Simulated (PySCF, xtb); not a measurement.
C₃H₈BNO, SMILES C[C@@H]1CB(N)O1. Atoms are numbered in the order given.

```xyz
14

C     -2.1517     0.4353     0.1487
C     -0.9658    -0.4902    -0.0108
C      0.0902    -0.5058     1.1249
B      0.9898     0.0266    -0.0760
N      2.3187     0.4023    -0.2936
O     -0.0277     0.0131    -1.0151
H     -1.8193     1.4388     0.4603
H     -2.6973     0.5346    -0.8028
H     -2.8449     0.0441     0.9109
H     -1.3002    -1.4993    -0.3100
H      0.3175    -1.4992     1.5382
H     -0.1241     0.1906     1.9497
H      2.6533     0.7089    -1.1995
H      3.0211     0.3920     0.4329
```
Charge 0, spin multiplicity 1.

Geometry: B3LYP-D3(BJ)/def2-SVP. The structure was generated by enumeration; whether it is a known compound was not checked. One conformer was computed; it need not be the lowest.

Calculation: C-PCM-B3LYP/def2-SVP run with PySCF 2.14.0.

The values are the electrostatic part of the solvation free energy, E(continuum) − E(gas) at the gas-phase geometry, in a cavity of scaled van der Waals radii (PySCF's table); cavitation and dispersion terms are not included. In vacuum the orbital gap is 8.52 eV. The dipole moment in vacuum is 1.57 D.

Computed values in water (ε = 78.36), ethylethanoate (ε = 5.99), N,N-dimethylformamide (ε = 37.22):
| solvent | ε | ΔG(elec) (kcal/mol) | dipole (D) | gap (eV) |
|---|---|---|---|---|
| water | 78.36 | -4.7 | 1.96 | 8.72 |
| ethylethanoate | 5.99 | -3.9 | 1.88 | 8.70 |
| N,N-dimethylformamide | 37.22 | -4.7 | 1.95 | 8.72 |

For comparison, GFN2-xTB/ALPB(water) (xtb, at the GFN2-xTB geometry, all terms of that model) gives -4.2 kcal/mol.
